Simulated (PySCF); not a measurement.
Run record for `C#CC[S@+](C)[B@@H-](C)Cl`: mPW1PW91/pcSseg-1, IEF-PCM water, start guess vsap, energy threshold 1e-11 Eh, full TDDFT, 6 singlets.

Method: TDDFT mPW1PW91/pcSseg-1, vertical, IEF-PCM water (non-equilibrium linear response), core orbitals frozen in the response (PySCF 2.14.0, density-fitted response routines). Geometry: GFN2-xTB. The command runs a driver script over a list of jobs; the input below is this job's line of settings and its coordinates in Å.

Command:
```bash
OMP_NUM_THREADS=1 python probes_run.py task.json out
```

Input:
```
{"job": {"kind": "uv", "xc": "mPW1PW91", "basis": "pcSseg-1", "solvent": "water", "nstates": 6, "ntriplets": 0, "tda": false, "scf": {"guess": "vsap", "conv": 1e-11}}, "charge": 0, "multiplicity": 1}
C      3.577492     0.341296     0.215084
C      2.407195     0.578646     0.123728
C      0.995304     0.819262     0.020557
S      0.025688    -0.495476     0.871983
C      0.578763    -1.918766    -0.104655
B     -1.827868    -0.169836     0.045825
C     -2.350403     1.225426     0.645908
Cl    -1.541891    -0.114117    -1.765727
H      4.608304     0.161606     0.286272
H      0.659188     0.832398    -1.019890
H      0.724238     1.751931     0.516236
H      0.246968    -1.785712    -1.131848
H      0.123924    -2.803149     0.329645
H      1.661031    -1.978950    -0.043013
H     -2.407846    -1.151150     0.360857
H     -1.812258     2.090245     0.260206
H     -3.399699     1.376393     0.398022
H     -2.276888     1.246270     1.732496
```

Output:
```
final grid: 144464 points
cycle   1  E = -1073.6199142472  dE =  3.399e+00  |g| = 3.865e+00  |ddm| = 3.145e+01
cycle   2  E = -1057.4223606187  dE =  1.620e+01  |g| = 8.215e+00  |ddm| = 3.204e+01
cycle   3  E = -1078.4529852397  dE = -2.103e+01  |g| = 2.252e+00  |ddm| = 8.849e+00
cycle   4  E = -1079.3446294350  dE = -8.916e-01  |g| = 1.135e+00  |ddm| = 2.065e+00
cycle   5  E = -1079.6447671068  dE = -3.001e-01  |g| = 4.371e-01  |ddm| = 1.194e+00
cycle   6  E = -1079.6942919649  dE = -4.952e-02  |g| = 1.445e-01  |ddm| = 4.348e-01
cycle   7  E = -1079.6994793502  dE = -5.187e-03  |g| = 4.029e-02  |ddm| = 1.511e-01
cycle   8  E = -1079.6998425058  dE = -3.632e-04  |g| = 1.240e-02  |ddm| = 5.180e-02
cycle   9  E = -1079.6998806022  dE = -3.810e-05  |g| = 2.328e-03  |ddm| = 1.183e-02
cycle  10  E = -1079.6998819316  dE = -1.329e-06  |g| = 9.214e-04  |ddm| = 3.019e-03
cycle  11  E = -1079.6998821450  dE = -2.134e-07  |g| = 1.336e-04  |ddm| = 9.254e-04
cycle  12  E = -1079.6998821493  dE = -4.364e-09  |g| = 3.937e-05  |ddm| = 1.643e-04
cycle  13  E = -1079.6998821497  dE = -3.831e-10  |g| = 1.472e-05  |ddm| = 5.451e-05
cycle  14  E = -1079.6998821497  dE = -1.160e-11  |g| = 1.169e-05  |ddm| = 2.162e-05
cycle  15  E = -1079.6998821498  dE = -3.752e-11  |g| = 1.596e-06  |ddm| = 9.767e-06
cycle  16  E = -1079.6998821498  dE = -6.821e-13  |g| = 5.934e-07  |ddm| = 1.885e-06
converged SCF energy = -1079.6998821498

Static polarisability (au): isotropic 125.984, principal 103.343 112.665 161.944

Singlet excitations
state   eV       nm        f      main configurations
  1   6.1590    201.3   0.00842   H-2->L 0.67, H->L 0.18
  2   6.4041    193.6   0.04159   H-1->L 0.34, H->L 0.33, H-2->L 0.23
  3   6.5797    188.4   0.04037   H-1->L 0.45, H->L 0.38, H-3->L 0.10
  4   6.7538    183.6   0.03197   H-3->L 0.63
  5   7.0396    176.1   0.01338   H->L+1 0.29, H-3->L+1 0.22, H-3->L+2 0.17
  6   7.3560    168.5   0.01761   H->L+1 0.56, H-1->L+1 0.10, H->L+3 0.09
```

H and L stand for HOMO and LUMO; the number after each pair is its weight.

Problem. How does the lowest singlet excitation compare with the HOMO–LUMO gap?

Solution. HOMO -7.86 eV and LUMO -0.33 eV give a gap of 7.53 eV; S1 at 6.16 eV lies 1.37 eV below it.

Problem. Give the mean polarisability as a volume in Å³, and the ratio of the largest to the smallest principal value.

Solution. 125.984 au × 0.148185 = 18.67 Å³; 161.944/103.343 = 1.57.

In short: SCF converged in 16 cycles with 200 basis and 1077 fitting functions; HOMO -7.86 eV, LUMO -0.33 eV; lowest singlet 6.16 eV; mean polarisability 126.0 au.

Geometry: GFN2-xTB, one conformer.

Hardware: Arm Neoverse V2, one thread, shared host with 96 logical CPUs at a one-minute load of 101. Cost: 56 s of wall time, 0.99 GiB resident at most.

Shape of the structure used: `[CH:1]#[C:2][CH2:3][S@+:4]([CH3:5])[B@@H-:6]([CH3:7])[Cl:8]`: C2–C3–S4–C5 -61°, C3–S4–B6–C7 -70°.
